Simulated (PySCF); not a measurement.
Run record: geometry optimisation, `Nc1ccc(Br)cc1`.

Method: PBE0-D3(BJ)/def2-SVP geometry optimisation, gas phase (PySCF 2.14.0). Start geometry: GFN2-xTB. A driver script takes a list of jobs; this job's settings line and coordinates (Å) are shown.

Input:
```
{"job": {"xc": "PBE0", "basis": "def2-SVP", "d3": "d3bj", "grid": 1, "maxiter": 30, "shake": 0.01, "kind": "geom"}, "charge": 0, "multiplicity": 1}
N     -2.309610     0.223250     0.138730
C     -0.971800     0.105740     0.037890
C     -0.424340    -1.065200    -0.478680
C      0.997620    -1.232550    -0.504630
C      1.783750    -0.236380    -0.031810
Br     3.676910    -0.456920    -0.067720
C      1.264490     0.940400     0.488820
C     -0.098770     1.115190     0.512020
H     -2.895910    -0.350750    -0.419060
H     -2.692150     1.177630     0.270240
H     -1.061040    -1.845970    -0.832850
H      1.397170    -2.142500    -0.890660
H      1.878920     1.728620     0.849020
H     -0.552390     2.024350     0.920930
```

Output:
```
step   0  E = -2860.01850307  max force = 0.058216
step   1  E = -2860.02309324  max force = 0.009420
step   2  E = -2860.02455211  max force = 0.014621
step   3  E = -2860.02483042  max force = 0.004370
step   4  E = -2860.02516701  max force = 0.002427
step   5  E = -2860.02513934  max force = 0.003207
step   6  E = -2860.02528416  max force = 0.001171
step   7  E = -2860.02530508  max force = 0.000487
step   8  E = -2860.02530744  max force = 0.000740
step   9  E = -2860.02531219  max force = 0.000115
optimisation converged
```

Energies in Eh; «max force» is the largest Cartesian gradient component in Eh/bohr.

**Question.** At which steps does the energy rise by more than 1e-5 Eh?

**Answer.** At step 5 (+0.03 mEh).

**Question.** Give the first gradient maximum in eV/Å.

**Answer.** With 1 Eh/bohr = 51.422 eV/Å, 2.994 eV/Å.

In short: final energy -2860.02531 Eh after 9 steps; dipole 3.70 D.

Hardware: one thread of an Intel Xeon 6975P-C, shared host. Cost: 85 s wall, 0.65 GiB resident at most.
Labels such as C1 count atoms from 1, the log's own numbers from 0.
